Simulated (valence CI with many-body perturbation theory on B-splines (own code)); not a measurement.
La³⁶⁺ in brief

Calculated by valence CI with perturbative core correlation (CI+MBPT): three valence electrons over a frozen Dirac-Fock core [Ar], a basis of 7 s, 7 p, 8 d, 6 f, 4 g, 1 h functions for each j, with the one-electron correlation potential Σ1, the two-electron term Σ2, the three-electron term Σ3, Breit, model QED; selected CI, second order for the rest, scaled by the run's own slope (own B-spline code, finite nucleus).

The last digits are not significant, and no measured levels were compared; by estimate large intervals hold to a few tenths of a per cent, small ones and those within an open d or f shell to about a per cent. Only levels of the ground parity were solved; by the run's estimate the other parity begins above the list, which can be wrong where configurations are misplaced.

Levels are named by their leading jj configuration (3d3/2^4 stands for four electrons in 3d with j = 3/2), which in mixed levels can hold well under half, so a name can repeat and another be missing.

Rates and lifetimes use the calculated energies. Strong lines usually hold to 10 to 20 %, long lifetimes can be off by a factor of two.

Task: What is the ground level?

Result: (3d3/2^3) J=3/2, composition 60 % 3d3 4F + 30 % 3d3 2D + 7 % 3d3 2P, g = 0.619.

Task: Name the longest-lived excited levels whose lifetime is computed, and their main decay.

Result: (3d3/2^2 3d5/2) J=9/2 at 185380 cm⁻¹ lives 66.6 ms, mostly by M1 to (3d3/2^2 3d5/2) J=7/2.

Task: How well does LS coupling describe the low levels?

Result: Among the lowest 19 levels the leading LS term, summed over configurations, holds 63 % on average. For single configurations the figures are 63 % in LS and 87 % in jj coupling. Terms mix most in the J = 3/2 level at 168140 cm⁻¹, where the leading one holds 41 %.

Task: What is the ionisation energy?

Result: 2473.8 eV; NIST lists 2473 ± 5 eV (theoretical).
